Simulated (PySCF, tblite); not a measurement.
Isomers of C5H10N2OSi. Method: GFN2-xTB as coded in tblite; computed harmonic values from a numerical Hessian at the method's own geometry, unscaled. Errors from tens to a few hundred cm⁻¹ against measured bands are possible. Modes of hydrogen on silicon can be 10 to 20 % off. One conformer each.

Electronic energies: PBE0/pcSseg-1 single points on the GFN2-xTB geometries (PySCF, gas phase).

```
                             SMILES  electronic energy, lowest = 0 (kcal/mol)
              C=N/C=N\[SiH2]C(=C)OC                                      35.6
[H]/N=C\[C@@H](NC=O)[C@@H]1C[SiH2]1                                      22.3
               CN[SiH2]/C=C(/C#N)OC                                      17.8
            CO/C(C#N)=C/[Si@@H](C)N                                       0.0
```

Problem. How do GFN2-xTB zero-point energies change the relative energies?

Solution. 
| SMILES | ZPE (kcal/mol) | of it from modes above 1550 cm⁻¹ | electronic (kcal/mol) | with ZPE, lowest = 0 (kcal/mol) | lowest mode (cm⁻¹) | rings |
| --- | --- | --- | --- | --- | --- | --- |
| CO/C(C#N)=C/[Si@@H](C)N | 89.3 | 49.0 | 0.0 | 0.0 | 38 | 0 |
| CN[SiH2]/C=C(/C#N)OC | 88.5 | 46.8 | 17.8 | 16.9 | 37 | 0 |
| [H]/N=C\[C@@H](NC=O)[C@@H]1C[SiH2]1 | 89.6 | 46.9 | 22.3 | 22.5 | 38 | 1 |
| C=N/C=N\[SiH2]C(=C)OC | 87.4 | 48.0 | 35.6 | 33.7 | 20 | 0 |

The zero-point energies span 2.2 kcal/mol, from `C=N/C=N\[SiH2]C(=C)OC` to `[H]/N=C\[C@@H](NC=O)[C@@H]1C[SiH2]1`. The order is unchanged.

Problem. And how do the electronic energies of GFN2-xTB itself compare?

Solution. `CO/C(C#N)=C/[Si@@H](C)N` 4.8; `CN[SiH2]/C=C(/C#N)OC` 0.0; `[H]/N=C\[C@@H](NC=O)[C@@H]1C[SiH2]1` 17.4; `C=N/C=N\[SiH2]C(=C)OC` 5.1 kcal/mol, lowest = 0. Against the energies above, taken from the same isomer `CO/C(C#N)=C/[Si@@H](C)N`, the largest difference is 35.3 kcal/mol.

Problem. What do entropy and thermal enthalpy add at 298.15 K and 1 bar (rigid rotor, harmonic oscillator, one conformer each)?

Solution. 
```tsv
SMILES	point group	symmetry number	S (cal/(mol K))	H − H(0) (kcal/mol)	ZPE + H − H(0) − TS (kcal/mol)
CO/C(C#N)=C/[Si@@H](C)N	C1	1	111.5	8.58	64.7
CN[SiH2]/C=C(/C#N)OC	C1	1	111.7	8.40	63.6
[H]/N=C\[C@@H](NC=O)[C@@H]1C[SiH2]1	C1	1	103.5	7.40	66.1
```

Not tabulated: `C=N/C=N\[SiH2]C(=C)OC` (lowest mode only 20 cm⁻¹).
